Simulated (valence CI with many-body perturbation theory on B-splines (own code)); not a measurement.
**Basis-set convergence for Ba5+**

Computed by valence CI with perturbative core correlation (CI+MBPT): five valence electrons over a frozen Dirac-Fock core [Kr] 4d10, a basis of 9 s, 9 p, 8 d, 6 f, 3 g, 1 h functions for each j, with the one-electron correlation potential Σ1, the two-electron term Σ2, the three-electron term Σ3, Breit, model QED; selected CI, second order for the rest, scaled by the run's own slope (own B-spline code, finite nucleus).

Against 12 measured levels this calculation errs by 145 cm⁻¹ on average and by 339 at most. These come from a selection out of Sansonetti and Curry, J. Phys. Chem. Ref. Data 39, 043103 (2010). Levels without a partner in it may be off by more, other configurations by several thousand cm⁻¹. Among the levels kept, up to 1100 cm⁻¹ of a level comes from second order outside the variational space, and about a tenth of that is noise between levels of different J, which matters for small intervals. 1 measured level below the end of the list, from 179077 cm⁻¹ on, found no clear computed partner, and computed levels of the same name lie up to 142 cm⁻¹ from them.

The reference run has the lowest level 5s2.5p3 4S°_3/2 and an ionisation energy of 72.2855 eV. Its largest variational space holds 20000 state functions.

Names give the largest LS component (configuration and term), which can be under half, so a name can repeat, a term be missing and a line seem to break the LS rules; names also repeat where a configuration has a term twice. Letters in brackets count levels of one name in rising energy.

Changed runs:
A. basis 6 s, 6 p, 5 d, 3 f, 1 g
B. basis 5 s, 5 p, 4 d, 2 f

Excitation energies of the reference run in cm⁻¹, and shifts in cm⁻¹:

```tsv
Level	Reference	A	B
5s2.5p3 2D°_3/2	17332	+73	+263
5s2.5p3 2D°_5/2	23640	+91	+326
5s2.5p3 2P°_1/2	36324	+160	+632
5s2.5p3 2P°_3/2	49716	+121	+469
5s.5p4 4P_5/2	128110	-35	-188
5s.5p4 4P_3/2	139581	-41	-222
5s.5p4 4P_1/2	142530	-22	-157
4f.5s2.5p2 4G°_5/2	148762	+526	+1265
4f.5s2.5p2 4G°_7/2 [a]	151921	+548	+1279
5s.5p4 2D_3/2	158032	+66	+146
4f.5s2.5p2 4G°_7/2 [b]	161062	+477	+1116
4f.5s2.5p2 2D°_5/2	161657	+511	+1130
Ionisation energy (eV)	72.2855	-0.0231	-0.0854
```
